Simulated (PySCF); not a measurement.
GeH3O3, SMILES [OH][Ge]([OH])[OH] (connectivity only; charge and spin as stated), charge +1, multiplicity 1. Atoms are numbered in the order given.

```xyz
7

O     -1.5681    -0.6096     0.0000
Ge     0.0056     0.0070     0.0000
O      1.3010    -1.0938     0.0000
O      0.0637     1.7001     0.0000
H     -1.6877    -1.5751     0.0000
H      2.2255    -0.7948     0.0000
H      0.9120     2.1728     0.0000
```
Charge +1, spin multiplicity 1.

Geometry: ωB97X-D3(BJ)/def2-SVP. The spin state was assumed, not searched. The isomer is the one that the SMILES or the coordinates give; other isomers of the formula were not compared. Other conformers were not sampled.

Calculation: HF/def2-TZVP in PySCF.

ESP charges are fitted to the potential on shells at 1.4 to 2.0 van der Waals radii. Atomic charges (e):

| atom | IAO | ESP fit | Mulliken |
|---|---|---|---|
| O1 | -0.74 | -0.60 | -0.54 |
| Ge2 | 1.96 | 1.46 | 1.42 |
| O3 | -0.76 | -0.67 | -0.56 |
| O4 | -0.74 | -0.58 | -0.55 |
| H5 | 0.43 | 0.48 | 0.41 |
| H6 | 0.43 | 0.47 | 0.41 |
| H7 | 0.43 | 0.44 | 0.41 |
